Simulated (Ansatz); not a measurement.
A run on C₄H₁₃N₂OY (`C[N](C)[Y]([OH])[N](C)C`) with other settings.

```yaml
crystal:
  periodic: [false, false, false]
  atoms:
    - {symbol: C, position_ang: [0.838074, -1.608496, -1.816305]}
    - {symbol: N, position_ang: [0.602935, -0.226471, -1.725789]}
    - {symbol: C, position_ang: [0.891503, 0.410954, -3.045147]}
    - {symbol: Y, position_ang: [-0.149131, 0.997583, -0.168701]}
    - {symbol: O, position_ang: [-0.420875, 2.954428, -0.383351]}
    - {symbol: N, position_ang: [-0.566902, 0.078444, 1.782368]}
    - {symbol: C, position_ang: [-0.470458, -1.342427, 2.117681]}
    - {symbol: C, position_ang: [-1.151744, 0.819879, 2.988953]}
    - {symbol: H, position_ang: [0.257982, -2.143407, -2.584928]}
    - {symbol: H, position_ang: [0.637490, -2.033868, -0.806673]}
    - {symbol: H, position_ang: [1.896438, -1.876338, -2.069319]}
    - {symbol: H, position_ang: [1.907439, 0.277914, -3.339707]}
    - {symbol: H, position_ang: [0.299121, -0.054659, -3.879781]}
    - {symbol: H, position_ang: [0.690745, 1.510926, -2.989517]}
    - {symbol: H, position_ang: [-0.611107, 3.909070, -0.517538]}
    - {symbol: H, position_ang: [0.219740, -1.439416, 2.989599]}
    - {symbol: H, position_ang: [-0.044952, -1.968375, 1.285506]}
    - {symbol: H, position_ang: [-1.410257, -1.726545, 2.424500]}
    - {symbol: H, position_ang: [-0.456728, 0.790411, 3.761799]}
    - {symbol: H, position_ang: [-2.074207, 0.461295, 3.210484]}
    - {symbol: H, position_ang: [-1.170597, 1.878102, 2.611914]}
basis:
  gaussian: {orbitals: def2-SVP}
hamiltonian: {xc: {name: wB97X-V}}
scf: {lower_state_search: full}
```

```sh
$ ansatz run in.yaml --threads 4 --pin off --events-out ev --progress --plain --max-ram 66560MiB --backend cpu
```

It prints (some lines left out):

```
Functional definition: wB97X-V
2180 factors; their error is unknown
551 factors; integrals over basis functions are off by at most 2.5e-5 eV
mean field evaluation 1: about -10408.6808 eV, gradient 7.7e1 eV
mean field evaluation 2: about -10405.5903 eV, gradient 9.1e1 eV
mean field evaluation 4: about -10421.5756 eV, gradient 2.8e0 eV
mean field evaluation 8: about -10421.6082 eV, gradient 1.0e-1 eV
mean field evaluation 16: about -10421.6075 eV, gradient 4.5e-4 eV
mean field evaluation 64: about -10421.6075 eV, gradient 1.1e-4 eV
mean field -10421.60751865 eV, -382.9870122909 hartree, gradient 4.9e-5 eV, S^2 0.000000; 3 other end points of the search recorded, 0 dependent functions left out
reference -10421.60751472 eV, -382.9870121466 hartree; 35, 35 occupied and 159, 159 virtual orbitals, 2180 factors
Total energy: -10421.60751472 eV, -382.9870121466 hartree
```

It took 25 s on 4 threads of an AMD EPYC 7R13 on a shared host, with 1.2 GiB of host memory at the peak.
